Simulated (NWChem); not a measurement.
[Sb]([CH3])([Cl])[CH3] (C2H6ClSb), optimised at PBE0/def2-SVP with NWChem:

| Item | Value |
|---|---|
| highest occupied level (eV) | -6.95 |
| orbital gap (eV) | 5.92 |
| dipole (D) | 2.96 |

For one or both, no frequency run checked for a minimum. def2 effective core potentials on Sb, Bi; no spin-orbit coupling.

Problem. One Sb atom is replaced by Bi, giving [CH3][Bi]([CH3])[Cl] (C2H6BiCl), optimised at the same level. How do these values move?

Solution. 
```json
[
 {"quantity": "highest occupied level (eV)", "new value": "-7.05", "change": "-0.10"},
 {"quantity": "orbital gap (eV)", "new value": "5.81", "change": "-0.11"},
 {"quantity": "dipole (D)", "new value": "3.59", "change": "+0.63"}
]
```
